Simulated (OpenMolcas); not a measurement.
Pt3+ among 6 point charges of -1.7 e arranged as a trigonal antiprism (D3d), 2.25 Å from the ion, with a polar angle of 61.3° against the regular 54.74°.

```json
{"Program": "OpenMolcas", "Method": "SS-CASPT2, IPEA 0.25 Eh, imaginary shift 0.1 Eh (closed shells correlated: 5s 5p)", "Basis": "ANO-RCC-VTZP [8s7p5d3f1g]", "Scalar Hamiltonian": "DKH2, point nucleus", "Active space": "7 electrons in 5 orbitals (5d)", "State averaging": "2S+1 = 4 even, 10 roots; 2S+1 = 2 even, 40 roots", "Spin-orbit coupling": "state interaction with AMFI integrals over the reference wave functions"}
```

Task: What is the spin-free ground state (labels of D3, the rotations of D3d)?

Result: 4E, 2-fold in its orbital part, 95 % from free-ion F terms; it has the highest spin that d7 allows.

Task: Where is the first state of the same spin?

Result: 4A2 at 742 cm-1 above the ground state.

Task: What are the lowest two levels with spin-orbit coupling?

Result: A 2-fold level E1/2 with g = 0.87, 5.71, 5.71, then a 2-fold level E3/2 700 cm-1 above it. Their leading multiplicities are 4 (88 %) and 4 (85 %).

Task: What is χT at 300 K?

Result: 3.62 cm3 K/mol.

Roots that are degenerate in the reference are averaged as groups; the widest CASPT2 spread within a group is 96 cm-1 (the 2-fold group of multiplicity 2 near 17100 cm-1 above the lowest state of its run). Shifts and gaps below about the spread of the groups concerned are not significant. Spin-orbit coupling mixes the spin-free states strongly: the lowest level takes only 53 % from its leading state, 4E. An orbital doublet at a regular site is open to a Jahn-Teller distortion, which this geometry leaves out. This shell can be high or low spin here, a state of another spin lies low, and with metal d orbitals alone active their balance is uncertain, so the ground spin may be wrong. Point charges give a weaker field than real ligands, and real ions of this kind are as a rule low spin; the high spin found here belongs to the model. Free-ion shares, where given, are those of the reference states; single-state CASPT2 does not remix them. Point charges carry no covalency, so the field is a model and not that of real ligands. No measured value stands beside these numbers.
